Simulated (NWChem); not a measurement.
System: AlHICl; SMILES [Cl][AlH][I]

```xyz
4

Al     0.8464     1.0940     0.0000
Cl    -0.4552     2.7376     0.0000
H      2.3995     1.3228     0.0000
I     -0.1069    -1.1714     0.0000
```
Atoms are numbered in this order, from 1.

Structure relaxed at the PBE0/def2-SVP level. def2 effective core potentials on I; no spin-orbit coupling.

Symmetry labels are those of Cs in the frame above (b1 and b2, or b-type labels, depend on it).

Q: List the 4 lowest vertical singlet excitations from B3LYP/def2-SVPD with def2 effective core potentials on I, TDA (NWChem).

A: 
```tsv
state	energy (eV)	oscillator strength	symmetry	leading excitation (squared amplitude)
S1	4.80	0.000	a"	HOMO → LUMO (1.00)
S2	5.36	0.044	a'	HOMO−1 → LUMO (0.82)
S3	5.54	0.040	a'	HOMO → LUMO+1 (0.87)
S4	5.68	0.023	a"	HOMO−1 → LUMO+1 (0.89)
```
